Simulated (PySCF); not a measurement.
Strontium: a sound run and one with changed settings

Sound run: Sr [Kr] 5s2, Sr⁺ [Kr] 5s1. Calculation: PySCF 2.14, in x2c-SVPall; scalar relativity by spin-free X2C-1e. The sound run starts from symmetry-adapted Hartree-Fock orbitals and uses a fine grid where one is needed.

Changed run: initial guess atom, at most 5 SCF cycles. This setting is unsound on purpose.

| species | method | sound run (hartree) | changed run (hartree) | converged |
| --- | --- | --- | --- | --- |
| Sr | UHF | -3177.02417 | -3177.02417 | no |
| Sr | M06-2X | -3179.13073 | -3179.13073 | yes |
| Sr | PBE0 | -3178.62951 | -3178.62951 | yes |
| Sr⁺ | UHF | -3176.84871 | -3176.84871 | no |
| Sr⁺ | M06-2X | -3178.91016 | -3178.91016 | no |
| Sr⁺ | PBE0 | -3178.42004 | -3178.42004 | no |

The SCF was stopped early; the energies are upper bounds that still move, and correlated levels were skipped or rest on poor orbitals.
